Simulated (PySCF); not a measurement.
Job file and geometry (Å, from GFN2-xTB) of an NMR shielding run on SMILES CN([SiH3])C[SiH2]N, C₂H₁₂N₂Si₂, GIAO PBE0/pcSseg-1 NMR shielding, non-relativistic, gas phase (PySCF 2.14.0, density-fitted response routines); density fitting, a coarse starting grid and PySCF grid level 2 are the driver's defaults:

```
$ OMP_NUM_THREADS=1 python probes_run.py task.json out

{"job": {"kind": "nmr", "xc": "PBE0", "basis": "pcSseg-1"}, "charge": 0, "multiplicity": 1}
C     -1.576420     1.106801     1.361128
N     -0.965383     0.155269     0.462316
Si    -1.916564    -0.595072    -0.753738
C      0.454188     0.398263     0.338922
Si     1.485300    -0.843601    -0.664186
N      3.069968    -0.159833    -0.609540
H     -1.106233     1.039484     2.347986
H     -1.461131     2.138558     1.003369
H     -2.637620     0.896669     1.467045
H     -2.114610     0.186969    -1.988078
H     -1.275019    -1.864230    -1.087042
H     -3.222466    -0.803081    -0.125186
H      0.869776     0.438271     1.356223
H      0.623841     1.400425    -0.087068
H      1.156747    -0.864321    -2.089318
H      1.365727    -2.189610    -0.079261
H      3.437231     0.172955     0.267736
H      3.803910    -0.607598    -1.132966
```

Question: Write the output of this run.

Answer: 
```
coarse grid: 14984 points
cycle   1  E = -771.3280259092  dE =  3.700e-01  |g| = 5.081e-01  |ddm| = 3.671e+00
cycle   2  E = -771.2842245439  dE =  4.380e-02  |g| = 6.779e-01  |ddm| = 1.125e+00
cycle   3  E = -771.3857546319  dE = -1.015e-01  |g| = 6.014e-02  |ddm| = 7.117e-01
cycle   4  E = -771.3863632636  dE = -6.086e-04  |g| = 2.697e-02  |ddm| = 6.466e-02
cycle   5  E = -771.3864971724  dE = -1.339e-04  |g| = 8.132e-03  |ddm| = 2.616e-02
cycle   6  E = -771.3865100416  dE = -1.287e-05  |g| = 1.913e-03  |ddm| = 8.798e-03
cycle   7  E = -771.3865109092  dE = -8.676e-07  |g| = 4.144e-04  |ddm| = 2.199e-03
final grid: 132720 points
cycle   8  E = -771.4155291153  dE = -2.095e-05  |g| = 8.225e-03  |ddm| = 2.057e-02
cycle   9  E = -771.4155173216  dE =  1.179e-05  |g| = 1.092e-02  |ddm| = 1.766e-02
cycle  10  E = -771.4155450124  dE = -2.769e-05  |g| = 9.190e-04  |ddm| = 1.033e-02
cycle  11  E = -771.4155451715  dE = -1.592e-07  |g| = 2.266e-04  |ddm| = 7.932e-04
cycle  12  E = -771.4155451809  dE = -9.396e-09  |g| = 6.223e-05  |ddm| = 2.160e-04
cycle  13  E = -771.4155451817  dE = -7.590e-10  |g| = 2.357e-05  |ddm| = 8.329e-05
converged SCF energy = -771.4155451817

GIAO shielding tensors (ppm)
atom      isotropic    diamagn.    paramagn.     s11        s22        s33       span
  0 C      138.332     243.749    -105.417    111.476    118.047    185.472     73.996
  1 N      257.702     325.998     -68.296    224.055    257.091    291.960     67.906
  2 Si     398.135     881.800    -483.665    350.325    363.559    480.519    130.194
  3 C      143.013     251.818    -108.806    115.018    124.638    189.382     74.364
  4 Si     386.584     879.990    -493.406    359.528    372.953    427.272     67.744
  5 N      263.844     314.960     -51.116    229.414    262.806    299.311     69.897
  6 H       29.102      29.451      -0.349     24.951     26.725     35.630     10.680
  7 H       29.172      29.213      -0.041     25.213     26.838     35.465     10.252
  8 H       28.804      29.593      -0.790     24.148     27.022     35.241     11.093
  9 H       26.973      30.280      -3.307     23.708     24.366     32.845      9.137
 10 H       27.132      31.082      -3.950     23.217     26.447     31.732      8.515
 11 H       27.211      30.717      -3.505     23.761     25.666     32.207      8.446
 12 H       29.383      33.494      -4.111     25.134     28.614     34.400      9.265
 13 H       29.085      32.905      -3.819     24.773     28.488     33.996      9.223
 14 H       26.684      30.353      -3.669     22.988     26.292     30.771      7.783
 15 H       26.456      30.309      -3.852     22.509     25.757     31.103      8.595
 16 H       32.010      30.939       1.071     24.011     29.526     42.493     18.483
 17 H       31.733      28.228       3.505     23.817     27.223     44.160     20.342
```

Question: Turn these shieldings into chemical shifts. Referencing at the same level of theory: ¹³C (186.93 ppm), ²⁹Si (349.16 ppm), ¹H (31.72 ppm) against TMS; ¹⁵N (267.73 ppm) against NH3.

Answer: Averaging equivalent atoms: C 0: 48.6; C 3: 43.9; N 1: 10.0; N 5: 3.9; Si 4: -37.4; Si 2: -49.0; H 14/15: 5.15; H 9/10/11: 4.61; H 6/7/8: 2.69; H 12/13: 2.48; H 16/17: -0.15 ppm. Experimental scales use liquid or dissolved standards, which lie at an offset from isolated NH3 (liquid NH3: subtract about 20 ppm).

Size and cost of the density-fitted run: 176 basis functions, 74 s wall time (64 s CPU) on 1 thread of an Intel Xeon, shared host; peak memory 0.81 GiB.
